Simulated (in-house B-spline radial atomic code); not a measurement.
Configurations of V+, with energies counted from [Ar] 3d4. Level of theory: scalar-relativistic (X2C) CAM-B3LYP, spin-polarised, spherical fractional occupations, exact exchange averaged over the configuration, Fermi nucleus of rms radius 3.6002 fm; calculated with a B-spline radial code for spherical atoms. Shells without spins written out take the highest spin.

Occupations are held fixed; configurations that lie above the ionisation limit could autoionise.

| configuration | E - E(ref) (eV) | highest orbital | its <r> (bohr) |
| --- | --- | --- | --- |
| [Ar] 3d3 4p1 | 5.0662 | 4p up | 3.666 |
| [Ar] 3d3 4f1 | 11.996 | 4f up | 8.762 |
| [Ne] 3s2 3p5 3d4 4s1 | 36.123 | 4s up | 2.963 |

Task: Order these further configurations by energy, lowest first.
A. [Ne] 3s2 3p5 3d4 4f1
B. [Ne] 3s2 3p5 3d5
C. [Ar] 3d3 4s1
D. [Ne] 3s2 3p5 3d4 4p1

Result: C (0.8509 eV), B (34.148 eV), D (40.42 eV), A (47.476 eV).
